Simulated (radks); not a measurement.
Results of a calculation; reference values are marked as such.
These are the eigenvalues of the occupied orbitals of an atom or ion with whole-number occupations (eV). Level of theory: scalar-relativistic Kohn-Sham, r2SCAN, spin-polarised, spherical densities, finite nucleus; meta-GGA in the generalised Kohn-Sham scheme; Fermi nuclear charge, rms radius of each element as measured or else 0.836 A^(1/3) + 0.57 fm (a radial shooting solver on a logarithmic mesh with Libxc functionals).

1s: -60827.56
2s: -12961.60
2p: -11864.39
3s: -5002.961
3p: -4667.667

Which element is it, and in what charge state? The configuration may be excited. Open shells, if any, are filled with parallel spins first.

Answer. Z = 68, erbium, charge +50: Er50+ in [Ar]. The list shows which subshells hold electrons but not how many an open one holds; the 1s level, -2235.4 hartree, gives Z - s = 66.9 by -(Z - s)^2/2, which with screening and relativity narrows Z to a few neighbours, and the depths of the outer levels then fix element, charge and occupations together.
